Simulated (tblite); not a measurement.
Species: CH₆ClFPSi₂ (doublet state).
SMILES with atom numbers: `[F:1][C:2]([Cl:3])[SiH2:4][SiH2:5][PH2:6]` (hydrogens: H7, H8 on Si4; H9, H10 on Si5; H11, H12 on P6)

Structure used (GFN2-xTB), in Å, numbered top down from 1:
```xyz
12
CH6ClFPSi2 angstrom
F     -3.0124    0.6460   -0.8869
C     -2.1860    0.6949    0.1801
Cl    -1.8766    2.3060    0.6559
Si    -0.9665   -0.6888    0.4514
Si     0.9419   -0.5285   -0.9195
P      2.7157    0.4343    0.0612
H     -0.6342   -0.5753    1.8755
H     -1.7374   -1.9084    0.2074
H      0.7031    0.2675   -2.1303
H      1.4078   -1.8507   -1.3596
H      2.6342   -0.2934    1.2359
H      2.0116    1.4956    0.6028
```

Structure optimised with GFN2-xTB, isolated species. This method treats the open shell by occupation alone, without spin polarisation.

Take the most abundant isotopes and a rigid rotor. The values belong to one conformer with, in the numbering `[F:1][C:2]([Cl:3])[SiH2:4][SiH2:5][PH2:6]`, F1–C2–Si4–Si5 79°, C2–Si4–Si5–P6 97°, Si4–Si5–P6–H 47° and -46°.

Question: Give the principal moments of inertia and the rotational constants in MHz.

Answer: Ia = 229.70, Ib = 719.08, Ic = 842.98 u·Å²; 505379 MHz·u·Å²/I gives A = 2200, B = 702.8, C = 599.5 MHz.

Question: Classify the top.

Answer: An asymmetric top: κ = (2 × 702.8 − 2200 − 599.5)/(2200 − 599.5) = -0.87.

Question: What does the inertial defect say?

Answer: Not planar: Δ = Ic − Ia − Ib = -105.80 u·Å². For a rigid frame Δ = −2 Σ m c², so Σ m c² = 52.90 u·Å² lies off the ab plane: 11.76 from hydrogen and 41.15 from heavier atoms. The atom farthest from that plane is 2.16 Å away.

Question: Give the other two planar moments, Paa and Pbb, and the rms extents of the mass along the axes.

Answer: Paa = Σ m a² = (Ib + Ic − Ia)/2 = 666.18 and Pbb = Σ m b² = (Ia + Ic − Ib)/2 = 176.80 u·Å². With the mass M = 158.94 u, the rms extents √(P/M) along a, b and c are 2.05, 1.05, 0.58 Å.

Question: Estimate the classical rotational partition function at 10 K, 25 K and 100 K.

Answer: Point group C1, symmetry number σ = 1; q = (√π/σ)·√((kT/h)³/(ABC)), k/h = 20836.6 MHz/K: 5540 at 10 K, 21900 at 25 K, 175000 at 100 K.

For this open shell read J as N, the rotation without spin; fine and hyperfine splittings come on top. Its lowest GFN2-xTB frequency is 16i cm⁻¹, too small to tell a flat minimum from a shallow saddle. These are rigid-rotor constants of the computed structure; measured ground-state constants (B0) also hold zero-point vibration.

On Arm Neoverse V2, one thread (shared host), this took 1.2 s. That covers the optimisation of the geometry.
